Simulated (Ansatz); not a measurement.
Harmonic frequencies (cm⁻¹) at PBE0-D4/def2-TZVP from Ansatz: 99, 206, 232, 287, 325, 388, 773, 805, 817, 827, 939, 966, 3874, 3910, 3915.

Each molecule was computed in one conformer, which needn't be the lowest.

(1) Which molecule is it?
A. `[AlH][O][SiH3]`•
B. `O[Si](O)O`•
C. `[CH3][Ge]([F])[F]`•
D. `[O][SiH](O)O`•

## Answers

(1) B.
